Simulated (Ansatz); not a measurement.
`F[SiH]1C=N1` + `[CH3][Mo]([OH])(=[S])=[S]` → `C[SiH]1C=N1` + `[OH][Mo]([F])(=[S])=[S]` at 298.15 K and 1 bar (redistribution).

Isolated molecules relaxed with PBE0-D4/def2-TZVP in Ansatz; ΔE leaves out vibrations. CBS: MP2 limit from def2 TZ/QZ plus the TZ coupled-cluster correction, frozen cores. Elements past krypton have def2 core potentials. For Mo outer-core shells are correlated without core-valence functions, which leaves a few kJ/mol of doubt a bond. One conformer a species, not always the lowest.

```
                    species  CCSD(T)/CBS energy (Eh)  H − E (kJ/mol)  S (J/(mol·K))
              `F[SiH]1C=N1`               -482.82660            94.7          282.0
`[CH3][Mo]([OH])(=[S])=[S]`               -979.43620           161.0          367.5
              `C[SiH]1C=N1`               -422.84347           185.8          302.7
  `[OH][Mo]([F])(=[S])=[S]`              -1039.41067            70.9          349.1
```

H − E and S are ideal-gas, rigid-rotor, harmonic terms from PBE0-D4/def2-TZVP, for one conformer and one mirror image of each species. 1 Eh = 2625.50 kJ/mol, R = 8.31446 J/(mol·K).

Q: By hand: ΔE, ΔH, ΔS and ΔG.

A: ΔE = (-422.84347) + (-1039.41067) − (-482.82660) − (-979.43620) = 0.00866 Eh = 22.7 kJ/mol. Δ(H − E) = 185.8 + 70.9 − 94.7 − 161.0 = 1.0, so ΔH = 23.7 kJ/mol. ΔS = 302.7 + 349.1 − 282.0 − 367.5 = 2.3 J/(mol·K). ΔG = 23.7 − 298.15 × (2.3)/1000 = 23.0 kJ/mol.

Q: By hand: the equilibrium constant, and the temperature at which ΔG would vanish if ΔH and ΔS stayed fixed.

A: log₁₀ K = −ΔG/(RT ln 10) = -4.0. ΔG = 0 at ΔH/ΔS = 10304 K, far beyond where these terms or the molecules hold.

The number of gas molecules stays the same, so ΔS is small and ΔH decides. A doubt of 5 kJ/mol in ΔE shifts log₁₀ K by 0.9 here. Other conformers and mirror images would add mixing entropy, several J/(mol·K) or more a flexible species. These are equilibria of isolated gas molecules and say nothing of rates. Largest T1 diagnostic: 0.025 (customary marks: 0.02 for closed shells, 0.045 for open ones).
